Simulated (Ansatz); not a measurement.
System: sum formula GaHCl$_{2}$, net charge 0, singlet state. SMILES: [Cl][GaH][Cl]
Geometry: optimised at B3LYP-D3(BJ)/def2-TZVP (Ansatz, a first-principles code).

Wanted: vertical ionisation energy (to the doublet state of charge +1; each state is the SCF solution reached for its spin), in eV. Correlated levels leave the core frozen unless marked. Open shells are spin-unrestricted. Spin-orbit coupling is left out. The frozen core is the preceding noble-gas configuration, with the filled d and f shells of earlier blocks. Non-relativistic. Basis-set limits of correlation are two-point, X^-3; Hartree-Fock from the larger set.

CCSD(T)/CBS(def2-TZVPPD,def2-QZVPPD) (Ansatz) gives 11.91 eV.

### Question
Another calculation gave 11.75 eV. Which level was it?
A) SVWN5/def2-TZVPD (Ansatz)
B) wB97X-V/def2-TZVPD (Ansatz)
C) PBE/def2-TZVPD (Ansatz)
D) B2PLYP/def2-TZVPD (Ansatz)

### Answer
B, wB97X-V/def2-TZVPD (Ansatz). The others give 11.58 (B2PLYP), 10.87 (PBE), 11.03 (SVWN5) eV.
